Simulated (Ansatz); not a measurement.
```yaml
crystal:
  periodic: [false, false, false]
  atoms:
    - {symbol: N, position_ang: [-0.148319, 1.387771, 0.341362]}
    - {symbol: Si, position_ang: [0.352080, -0.137653, -0.209784]}
    - {symbol: S, position_ang: [-0.010207, -1.468388, 1.405769]}
    - {symbol: I, position_ang: [-0.799516, -1.013065, -2.210814]}
    - {symbol: H, position_ang: [0.187543, 2.222844, -0.111607]}
    - {symbol: H, position_ang: [-1.070582, 1.513956, 0.727454]}
    - {symbol: H, position_ang: [1.767787, -0.020572, -0.617769]}
    - {symbol: H, position_ang: [-0.186687, -2.542194, 0.619689]}
basis:
  gaussian: {orbitals: def2-TZVPD}
hamiltonian: {xc: {name: CAM-B3LYP}, dispersion: d3bjatm}
scf: {lower_state_search: off}
output: {forces: true}
```

```sh
$ ansatz run in.yaml --threads 4 --pin off --events-out ev --progress --plain --max-ram 10444MiB
```

It prints (some lines left out):

```
Functional definition: CAM-B3LYP
1406 factors; their error is unknown
480 factors; integrals over basis functions are off by at most 4.0e-5 eV
mean field evaluation 1: about -28367.6889 eV, gradient 5.5e1 eV
mean field evaluation 2: about -28364.3599 eV, gradient 6.5e1 eV
mean field evaluation 4: about -28373.1324 eV, gradient 2.0e0 eV
mean field evaluation 8: about -28373.1415 eV, gradient 1.9e-1 eV
mean field evaluation 16: about -28373.3376 eV, gradient 3.0e-4 eV
mean field -28373.33756599 eV, -1042.7009234112 hartree, gradient 9.1e-6 eV, S^2 0.000000; 0 other end points of the search recorded, 0 dependent functions left out
reference -28373.33770914 eV, -1042.7009286718 hartree; 33, 33 occupied and 188, 188 virtual orbitals, 1406 factors
Total energy: -28373.57380395 eV, -1042.7096049960 hartree
Atom 0 at    -0.148319     1.387771     0.341362 Å, force    -0.010305    -0.076853    -0.089614 eV/Å
Atom 1 at     0.352080    -0.137653    -0.209784 Å, force     0.167334     0.070450     0.008463 eV/Å
Atom 2 at    -0.010207    -1.468388     1.405769 Å, force    -0.006972    -0.084250    -0.094908 eV/Å
Atom 3 at    -0.799516    -1.013065    -2.210814 Å, force    -0.009697     0.015216    -0.006551 eV/Å
Atom 4 at     0.187543     2.222844    -0.111607 Å, force    -0.000025     0.022029     0.019193 eV/Å
Atom 5 at    -1.070582     1.513956     0.727454 Å, force     0.000024     0.024043     0.022587 eV/Å
Atom 6 at     1.767787    -0.020572    -0.617769 Å, force    -0.147919    -0.016001     0.047837 eV/Å
Atom 7 at    -0.186687    -2.542194     0.619689 Å, force     0.007560     0.045366     0.092992 eV/Å
Dipole moment:    -0.010742     0.307403     0.052127 e Å
Checks for a lower state left out: stability, starts, cluster_reference, orbital_swaps, neighbouring_geometries, increment
```

Hardware: 4 threads of an Arm Neoverse V1 on a shared host. Wall time 4.7 s, peak host memory 0.75 GiB.
